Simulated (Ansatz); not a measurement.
System: sum formula H₄SiO₃Cl (charge +1, singlet). It need not be the lowest isomer of its formula. 
Geometry from a B3LYP-D3(BJ)/def2-TZVP (Ansatz, a quantum-chemistry and plane-wave program) optimisation:
```
Si
O 1 1.5950
H 2 0.9630 1 125.77
O 1 1.5950 2 118.97 3 -113.49
H 4 0.9630 1 125.77 2 113.49
O 1 1.8039 2 96.07 3 146.11
H 6 0.9733 1 119.88 2 -13.14
H 6 0.9733 7 112.18 1 -148.74
Cl 1 1.9941 2 116.09 3 32.71
```
Charge +1, spin multiplicity 1.

Basis-set convergence of Hartree-Fock and CCSD correlation energies (hartree) with Ansatz. Correlated levels leave the core frozen unless marked. Spin-orbit coupling is left out. Non-relativistic.

```tsv
basis	functions	E(HF)	E(corr, CCSD)
cc-pV(D+d)Z	108	-975.30649	-0.82114
cc-pV(T+d)Z	224	(withheld)	(withheld)
```

Task: Complete the blanks.

Result: 
- cc-pV(T+d)Z, E(HF): -975.43578
- cc-pV(T+d)Z, E(corr, CCSD): -1.04600
